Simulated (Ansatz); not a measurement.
Consider the ligand exchange at the Si–N bond: `F[SiH](Br)N[SiH3]` + `[NH2][In]([OH])[SH]` → `[NH2][In]([SH])[O][SiH3]` + `N[SiH](F)Br`.

Program: Ansatz. Geometries: PBE0-D4/def2-TZVP. ΔE: electronic, gas phase. CCSD(T)/CBS adds triple-zeta CCSD(T) − MP2 to the extrapolated MP2 energy (def2 sets, frozen cores). DFT in def2-TZVPP. def2 core potentials past Kr. For Br, In outer-core shells are correlated without core-valence functions, which leaves a few kJ/mol of doubt a bond. Scalar relativity is left out up to krypton. One conformer a species, not always the lowest.

`F[SiH](Br)N[SiH3]`:

Cartesian coordinates in Å:
```
F -0.321 1.709 1.894
Si -0.330 0.187 1.430
Br 0.538 -0.952 3.111
N 0.594 -0.077 0.034
Si 0.045 -0.113 -1.613
H -1.732 -0.194 1.203
H 1.588 -0.190 0.180
H 0.653 0.982 -2.412
H 0.393 -1.406 -2.258
H -1.428 0.054 -1.571
```

`[NH2][In]([OH])[SH]`:

```xyz
8

N     0.924   -1.028    0.993
In   -0.208    0.052   -0.270
O    -0.747   -0.882   -1.932
S    -1.088    2.221    0.158
H     1.545   -0.510    1.598
H     1.441   -1.781    0.559
H    -1.361   -0.378   -2.470
H    -0.505    2.305    1.365
```

`[NH2][In]([SH])[O][SiH3]`:

Z-matrix (Å, degrees):
```
Si
O 1 1.624
H 1 1.497 2 111.4
H 1 1.489 2 111.2 3 119.9
H 1 1.489 2 110.5 3 -119.6
In 2 1.986 1 135.1 3 -10.1
S 6 2.358 2 113.1 1 178.1
N 6 2.007 2 115.6 1 -7.9
H 7 1.345 6 91.3 2 -1.3
H 8 1.010 6 116.9 2 156.4
H 8 1.011 6 114.6 2 26.6
```

`N[SiH](F)Br`:

Z-matrix (Å, degrees):
```
Si
F 1 1.594
Br 1 2.206 2 105.8
N 1 1.685 2 114.6 3 118.9
H 1 1.472 2 106.2 3 -118.7
H 4 1.006 1 122.4 2 -81.1
H 4 1.007 1 121.7 2 77.8
```

CCSD(T)/CBS gives -0.56 eV.

Task: Another level gave -0.57 eV. Which?
A. HF/def2-TZVPP
B. PBE/def2-TZVPP
C. CCSD/def2-TZVPP
D. PBE0/def2-TZVPP

Result: C. CCSD/def2-TZVPP -0.57, PBE -0.47, HF/def2-TZVPP -0.69, PBE0 -0.51 eV.

Largest T1 diagnostic among the species: 0.015.

From PBE to PBE0 (25 % exact exchange), in def2-TZVPP and without D4, ΔE moves by −0.04 eV. In def2-TZVPP, CCSD(T) changes the Hartree–Fock value by +0.13 eV (the triples alone add +0.02 eV) and MP2 by +0.13 eV.
